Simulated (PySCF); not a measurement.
Correlation energy of Cl⁺ (chlorine, charge +1)

[Ne] 3s2 3p4, high-spin 3P determinant. Computed with PySCF 2.14 in pcseg-2 (5s4p2d1f, 34 functions), with the non-relativistic Hamiltonian (point nucleus). Frozen: [Ne]; 6 electrons correlated.

MP2 pair energies summed by pair of shells (mhartree):

```json
{"pair": "3p-3p", "energy": "-54.77", "share (%)": "46.9"}
{"pair": "3s-3p", "energy": "-53.39", "share (%)": "45.7"}
{"pair": "3s-3s", "energy": "-8.66", "share (%)": "7.4"}
```

Total MP2 correlation energy: -116.82 mhartree.

Same-spin part -27.11 and opposite-spin part -89.71 mhartree; SCS-MP2 scales them by 1/3 and 6/5 to -116.69 mhartree.

| level | correlation energy (mhartree) |
| --- | --- |
| CCSD | -141.40 |
| (T) | -3.78 |
| CCSD(T) | -145.18 |

Diagnostics: T1 = 0.0081, D1 = 0.0254, largest double amplitude 0.055.

Is a single reference adequate?

Yes: T1 lies below 0.03 and no double amplitude reaches 0.07.
